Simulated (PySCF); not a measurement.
Gas-phase equilibrium of 1 mol H2S, 3.8 mol SO2 at 1200 K and 1.01 bar, among 21 species (S2O, SO2, O2, O, S2, S6, HO2, H2S2, H2O, H, H2O2, H2S, O3, SO, SH, H2, S8, S, SO3, H2SO4, OH). Only gases are allowed; each row takes one source of thermochemistry for all species, and Cantera finds the minimum.

Energies from PySCF, thermal terms from the rigid-rotor harmonic-oscillator model, ideal gas at 1 bar. † marks an energy on the PBE0/def2-TZVP geometry and frequencies; other levels use their own. MP2 and CCSD(T) freeze the core. Open shells (unrestricted) among the columns below: O (multiplicity 3, electronic degeneracy 9), S2 (multiplicity 3), SO (multiplicity 3), OH (multiplicity 2, electronic degeneracy 4); the rest are closed-shell singlets. Spin-orbit splitting is ignored; it lowers the true energy and changes the entropy of O, OH. MP2 isn't extrapolated to the basis-set limit. CCSD(T) isn't extrapolated to the basis-set limit. The harmonic model lacks anharmonicity and excited electronic states, which grow with temperature; levels with a mode under 35 cm⁻¹ are left out. Warning, large T1 diagnostic: S2O, SO2 (CCSD(T)/def2-SVP†).

Molecules larger than those listed are left out.

Mole fractions:

```json
[
 {"thermochemistry": "CCSD(T)/def2-SVP†", "x SO2": "0.64", "x SO": "0.025", "x H2O": "0.20", "x S2": "0.14", "x H2S": "0.00043", "x S2O": "0.00029", "x O": "1.1e-9", "x OH": "1.2e-6"},
 {"thermochemistry": "HF/def2-TZVP†", "x SO2": "0.37", "x SO": "0.40", "x H2O": "0.17", "x S2": "0.032", "x H2S": "3.4e-5", "x S2O": "2.3e-7", "x O": "0.015", "x OH": "0.0050"},
 {"thermochemistry": "MP2/def2-TZVPP†", "x SO2": "0.66", "x SO": "0.00019", "x H2O": "0.18", "x S2": "0.13", "x H2S": "0.017", "x S2O": "0.0068", "x O": "<1e-12", "x OH": "1.7e-9"},
 {"thermochemistry": "PBE/def2-SVP", "x SO2": "0.65", "x SO": "0.0060", "x H2O": "0.19", "x S2": "0.14", "x H2S": "0.0033", "x S2O": "0.0046", "x O": "<1e-12", "x OH": "2.8e-8"},
 {"thermochemistry": "LDA/def2-TZVP†", "x SO2": "0.68", "x SO": "5.1e-5", "x H2O": "0.15", "x S2": "0.061", "x H2S": "0.055", "x S2O": "0.044", "x O": "<1e-12", "x OH": "2.3e-11"},
 {"thermochemistry": "ωB97M-V/def2-TZVP†", "x SO2": "0.67", "x SO": "0.00068", "x H2O": "0.17", "x S2": "0.13", "x H2S": "0.028", "x S2O": "0.0022", "x O": "<1e-12", "x OH": "1.9e-8"}
]
```
The most sensitive of these is O: it spans a factor of 10^10.2 over these rows; at this temperature one factor of ten is RT ln 10 = 23 kJ/mol.
